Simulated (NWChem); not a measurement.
Molecule: SiBrF, singlet; SMILES F[Si]Br

Results from NWChem. Medium grid unless said otherwise, to which SCAN and Minnesota functionals are sensitive. Low-valent species are run as closed-shell singlets; no triplet was tried in these runs. Geometry: optimised at B3LYP/6-31G* (spherical d). Total energies of different functionals are on different scales.

```
level                                             energy (Ha)  highest occupied level (eV)  orbital gap (eV)  dipole (D)
------------------------------------------------  -----------  ---------------------------  ----------------  ----------
B3LYP/def2-SVP                                     -2963.1225                        -7.55              4.76        1.26
PBE/def2-SVP                                       -2962.4516                        -6.64              3.24        1.03
PW91/def2-SVP                                      -2963.1802                        -6.69              3.25        1.05
B97-D/def2-SVP                                     -2964.3373                        -6.64              3.30        1.13
MN15/def2-SVP                                      -2963.1593                        -8.28              6.16        1.26
M05-2X/def2-SVP                                    -2963.0269                        -8.93              7.17        1.61
TPSSh/def2-SVP                                     -2963.0016                        -7.25              4.13        1.17
LC-BLYP (range parameter 0.33 per bohr)/def2-SVP   -2962.3914                   (withheld)        (withheld)        1.35
LRC-wPBEh/def2-SVP                                 -2962.5657                        -9.61              8.60        1.31
BHandHLYP/def2-SVP                                 -2963.0304                        -8.79              7.03        1.48
```

**Question.** Complete the blanks.

**Answer.** 
- LC-BLYP (range parameter 0.33 per bohr)/def2-SVP, highest occupied level (eV): -9.87
- LC-BLYP (range parameter 0.33 per bohr)/def2-SVP, orbital gap (eV): 9.34
